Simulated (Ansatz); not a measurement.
`BOB1CO1` + `[SiH3]N[SiH3]` → `BN([SiH3])[SiH3]` + `OB1CO1` at 400 K and 1 bar (ligand exchange at a B–O bond).

Isolated molecules relaxed with PBE0-D4/def2-TZVP in Ansatz; ΔE leaves out vibrations. CCSD(T)/CBS is the MP2 limit (def2-TZVPP, def2-QZVPP) plus CCSD(T) − MP2 in def2-TZVPP, frozen cores. This one scheme is used for every species. Each species was taken in one conformer, which may not be the lowest.

| species | CCSD(T)/CBS energy (Eh) | H − E (kJ/mol) | S (J/(mol·K)) |
| --- | --- | --- | --- |
| `BOB1CO1` | -240.45540 | 185.8 | 349.6 |
| `[SiH3]N[SiH3]` | -637.10515 | 203.4 | 366.7 |
| `BN([SiH3])[SiH3]` | -662.52490 | 240.8 | 386.1 |
| `OB1CO1` | -215.03899 | 149.6 | 292.7 |

H − E and S are ideal-gas, rigid-rotor, harmonic terms from PBE0-D4/def2-TZVP, for one conformer and one mirror image of each species. 1 Eh = 2625.50 kJ/mol, R = 8.31446 J/(mol·K).

Problem. By hand: ΔE, ΔH, ΔS and ΔG.

Solution. ΔE = (-662.52490) + (-215.03899) − (-240.45540) − (-637.10515) = -0.00334 Eh = -8.8 kJ/mol. Δ(H − E) = 240.8 + 149.6 − 185.8 − 203.4 = 1.2, so ΔH = -7.6 kJ/mol. ΔS = 386.1 + 292.7 − 349.6 − 366.7 = -37.5 J/(mol·K). ΔG = -7.6 − 400 × (-37.5)/1000 = 7.4 kJ/mol.

Problem. By hand: the equilibrium constant, and the temperature at which ΔG would vanish if ΔH and ΔS stayed fixed.

Solution. log₁₀ K = −ΔG/(RT ln 10) = -1.0. ΔG = 0 at ΔH/ΔS = 203 K, though so small a ΔH makes that figure unsure.

TΔS isn't small against ΔH here. A doubt of 5 kJ/mol in ΔE shifts log₁₀ K by 0.7 here. Other conformers and mirror images would add mixing entropy, several J/(mol·K) or more a flexible species. Modes under 60 cm⁻¹, often nearly free rotors, make the harmonic entropy too high. These are equilibria of isolated gas molecules and say nothing of rates. Largest T1 diagnostic: 0.015 (customary marks: 0.02 for closed shells, 0.045 for open ones).
